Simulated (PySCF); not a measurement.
Spin-rotation constants: SMILES CC1(c2ccccc2)CC2(CC2)C1, C13H16

Geometry (Å), atoms numbered from 1 in this order:
```xyz
29

C    -0.133   -0.837   -1.911
C    -0.163   -0.216   -0.515
C     1.245   -0.081   -0.006
C     1.988    1.062   -0.273
C     3.296    1.173    0.165
C     3.883    0.137    0.871
C     3.155   -1.011    1.132
C     1.847   -1.119    0.694
C    -1.172   -0.932    0.417
C    -2.121    0.238    0.228
C    -3.170    0.722    1.173
C    -3.558    0.156   -0.165
C    -1.045    1.055   -0.464
H     0.439   -0.209   -2.591
H    -1.144   -0.944   -2.297
H     0.334   -1.819   -1.876
H     1.541    1.871   -0.831
H     3.860    2.070   -0.048
H     4.904    0.223    1.212
H     3.609   -1.826    1.677
H     1.290   -2.023    0.893
H    -0.820   -1.024    1.444
H    -1.530   -1.900    0.069
H    -3.375    0.134    2.055
H    -3.271    1.787    1.325
H    -4.031   -0.815   -0.190
H    -3.925    0.838   -0.919
H    -0.637    1.838    0.175
H    -1.314    1.481   -1.430
```

The calculation used GIAO BHandHLYP/pcSseg-1 magnetisability, rotational g tensor and spin-rotation constants, non-relativistic, gas phase (PySCF). Geometry: GFN2-xTB.

Q: Give the nuclear spin-rotation constants along the inertial axes (H = +C I·J) beside the isotropic shieldings.

A: Rotational constants 1.9534, 0.4464, 0.4442 GHz. A star marks the isotopologue with that one atom substituted, in its own axes.
```tsv
atom	isotope	Caa (kHz)	Cbb (kHz)	Ccc (kHz)	mean (kHz)	σ (ppm)
H14	1H	-0.166	-0.010	-0.039	-0.071	30.6
H15	1H	0.034	-0.053	-0.037	-0.019	30.0
H16	1H	-0.166	-0.011	-0.038	-0.072	30.6
H17	1H	-0.114	0.030	-0.044	-0.043	24.5
H18	1H	-0.104	0.027	-0.042	-0.040	24.3
H19	1H	0.190	-0.046	-0.037	0.036	24.5
H20	1H	-0.104	0.027	-0.042	-0.040	24.3
H21	1H	-0.114	0.030	-0.044	-0.043	24.5
H22	1H	-0.162	-0.035	-0.004	-0.067	29.2
H23	1H	-0.184	-0.018	-0.022	-0.074	29.9
H24	1H	-0.216	-0.017	-0.030	-0.088	31.6
H25	1H	-0.216	-0.018	-0.029	-0.088	31.6
H26	1H	-0.155	-0.017	-0.042	-0.071	31.4
H27	1H	-0.155	-0.017	-0.042	-0.071	31.4
H28	1H	-0.162	-0.036	-0.004	-0.067	29.2
H29	1H	-0.184	-0.017	-0.022	-0.074	29.9
C1	13C*	0.369	0.072	0.072	0.171	149.8
C2	13C*	0.341	0.072	0.081	0.165	148.9
C3	13C*	0.966	0.205	0.064	0.411	22.9
C4	13C*	0.710	0.204	0.059	0.324	53.6
C5	13C*	0.729	0.208	0.056	0.331	50.4
C6	13C*	0.924	0.155	0.057	0.379	54.1
C9	13C*	0.317	0.092	0.081	0.163	141.9
C10	13C*	0.413	0.021	0.061	0.165	175.4
C11	13C*	0.248	0.034	0.087	0.123	174.5
C12	13C*	0.292	0.037	0.083	0.137	170.1
```
For the geometry as given, no vibrational averaging.
